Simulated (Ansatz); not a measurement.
ClH$_{4}$NSn (`[NH2][SnH2][Cl]`), relaxed with RKS PBE0-D4/def2-TZVP in Ansatz 0.2.0 from a GFN2-xTB geometry. The force threshold is 0.005 eV/Å; the program also tests the step.

The species carries charge 0 and has multiplicity 1. Sn takes the def2 core potential.

Start:

```xyz
7

N     0.454    0.171    1.206
Sn   -0.534   -0.137   -0.514
Cl    0.975   -0.243   -2.257
H     0.787    1.117    1.341
H     1.248   -0.441    1.344
H    -1.605    1.138   -0.744
H    -1.324   -1.606   -0.376
```

```
step  energy (eV)  largest force (eV/Å)  largest move (Å)
   1  -19905.8341                 0.428             0.000
   2  -19905.8598                 0.374             0.147
   3  -19905.8758                 0.085             0.055
   4  -19905.8771                 0.024             0.051
   5  -19905.8773                 0.021             0.016
   6  -19905.8774                 0.005             0.006
```

End:

```xyz
7

N     0.443    0.218    1.230
Sn   -0.553   -0.134   -0.478
Cl    0.921   -0.186   -2.307
H     0.911    1.115    1.254
H     1.124   -0.494    1.462
H    -1.606    1.165   -0.768
H    -1.240   -1.684   -0.394
```

It took 16 s on 2 threads of an AMD EPYC 7R13 on a shared host, with 0.36 GiB of host memory at the peak.
